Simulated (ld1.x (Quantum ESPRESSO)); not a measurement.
# u(r) = r·R(r): atom against pseudo-atom (lithium (Li))

Columns: radius, all-electron u(r) and pseudo u(r) of the 2s shell (level -5.24 eV) of lithium in the configuration [He] 2s0.5 2p0; Wu–Cohen, non-relativistic, ultrasoft scheme, ld1.x (Quantum ESPRESSO) 7.5.

| r (bohr) | all-electron | pseudo |
| --- | --- | --- |
| 0.230 | 0.2006 | -0.0679 |
| 0.460 | 0.1748 | -0.1347 |
| 0.690 | 0.0726 | -0.1994 |
| 0.920 | -0.0480 | -0.2609 |
| 1.150 | -0.1632 | -0.3182 |
| 1.380 | -0.2640 | -0.3706 |
| 1.610 | -0.3473 | -0.4173 |
| 1.840 | -0.4128 | -0.4576 |
| 2.070 | -0.4648 | -0.4911 |
| 2.300 | -0.5042 | -0.5174 |
| 2.530 | -0.5307 | -0.5361 |
| 2.760 | -0.5455 | -0.5471 |
| 2.990 | -0.5501 | -0.5503 |
| 3.220 | -0.5457 | -0.5457 |
| 3.450 | -0.5336 | -0.5336 |
| 3.680 | -0.5149 | -0.5149 |
| 3.910 | -0.4914 | -0.4914 |
| 4.140 | -0.4646 | -0.4646 |
| 4.370 | -0.4361 | -0.4361 |
| 4.600 | -0.4070 | -0.4070 |
| 4.830 | -0.3780 | -0.3780 |
| 5.060 | -0.3497 | -0.3497 |
| 5.290 | -0.3224 | -0.3224 |
| 5.520 | -0.2964 | -0.2964 |
| 5.750 | -0.2716 | -0.2716 |
| 5.980 | -0.2482 | -0.2482 |

(1) How many radial nodes do the two functions have?

(2) At about which radius was the pseudo-wave matched?

(3) Is the pseudo-wave norm-conserving?

Results:

(1) The all-electron 2s function has n − l − 1 = 1; the pseudo-wave has 0, since the states of the same l below it are removed with the core.

(2) 3.25 bohr. The columns agree to 0.0005 from 2.99 bohr on; several derivatives are matched, so the curves merge somewhat inside the radius.

(3) No, it belongs to an ultrasoft set: the norm inside the radius is not constrained, and the difference is carried by the augmentation charge.
